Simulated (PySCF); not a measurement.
## HSE06 on Cs⁻ (caesium, charge -1)

Configuration: [Xe] 6s2, closed-shell 1S. Computed with PySCF 2.14 in aug-cc-pVTZ-X2C, with scalar relativity by spin-free X2C-1e.

- Total energy: -7785.71 hartree
- One-electron energy: -10650.15 hartree
- Hartree (Coulomb) energy: 3058.54 hartree
- Exchange-correlation energy: -194.10 hartree
- ⟨S²⟩: 0.0000
- ⟨L²⟩: 0.000
- Sum of ⟨r⟩: 51.07 bohr
- Sum of ⟨r²⟩: 183.4 bohr²
- Langevin diamagnetic susceptibility: -145 ×10⁻⁶ cm³/mol
- Time after the integrals: of the order of 12 core-seconds

```tsv
shell	electrons	mean orbital energy (eV)	rms radius, mean of both spins (bohr)
1s	2	-35827.8	0.0298
2s	2	-5643.2	0.121
2p	6	-5064.4	0.108
3s	2	-1182.2	0.319
3p	6	-994.19	0.319
3d	10	-716.17	0.297
4s	2	-225.21	0.738
4p	6	-164.31	0.788
4d	10	-74.416	0.902
5s	2	-25.390	1.86
5p	6	-11.245	2.23
6s	2	0.594	8.12
```

Spin-orbit coupling, which splits the p, d and f shells strongly at this Z, is absent. At HSE06 the highest occupied level has a positive energy, so only the finite basis holds that electron; in a semilocal or global hybrid functional this comes from self-interaction and does not mean that the real anion is unbound.

Densities and radii are taken from the X2C orbitals without a picture-change correction, which distorts them close to the nucleus.
